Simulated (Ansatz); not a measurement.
Relaxation of CH2BrClO2Si (8 atoms, charge 0, multiplicity 1), to a largest force component of 0.015 eV/Å in at most 40 steps.

Level of theory: RKS BLYP/def2-SVP in Ansatz 0.2.0.

```xyz
8
Properties=species:S:1:pos:R:3
O 0.515 -1.676 0.915
C 0.564 -0.545 0.354
O 1.749 0.059 0.245
Si -0.904 0.297 -0.351
Cl -2.650 -0.776 -0.133
Br -0.637 0.789 -2.524
H 2.438 -0.560 0.693
H -1.206 1.619 0.330
```

Problem. Where does it end, and by what steps?

Solution. The run converged. After 22 steps the energy has fallen by 0.329 eV; O1 moved furthest, 0.50 Å.

```tsv
step	energy less start (eV)	largest force component (eV/Å)	accepted
0	0.0000	4.145	yes
1	-0.2003	2.081	yes
2	-0.2890	1.394	yes
3	-0.3117	0.610	yes
4	-0.3196	0.101	yes
5	-0.3215	0.091	yes
6	-0.3229	0.066	yes
7	-0.3236	0.099	yes
8	-0.3242	0.481	yes
9	-0.3257	0.051	yes
10	-0.3272	0.031	yes
11	-0.3215	0.914	no
12	-0.3278	0.075	yes
13	-0.3276	0.260	no
14	-0.3283	0.080	yes
15	-0.3285	0.119	yes
16	-0.3287	0.116	yes
17	-0.3289	0.086	yes
18	-0.3290	0.053	yes
19	-0.3291	0.039	yes
20	-0.3291	0.032	yes
21	-0.3292	0.019	yes
22	-0.3292	0.012	yes
```

```xyz
8
Properties=species:S:1:pos:R:3
O 0.599 -1.864 0.461
C 0.572 -0.661 0.303
O 1.636 0.164 0.542
Si -0.944 0.367 -0.361
Cl -2.669 -0.703 0.083
Br -0.675 0.590 -2.585
H 2.384 -0.410 0.838
H -1.034 1.724 0.248
```

Whether the end is a true minimum wasn't checked by a vibrational analysis.

Time of the run: 70 s on 2 threads of Arm Neoverse V1, with other jobs on the host, peak memory 0.18 GiB.
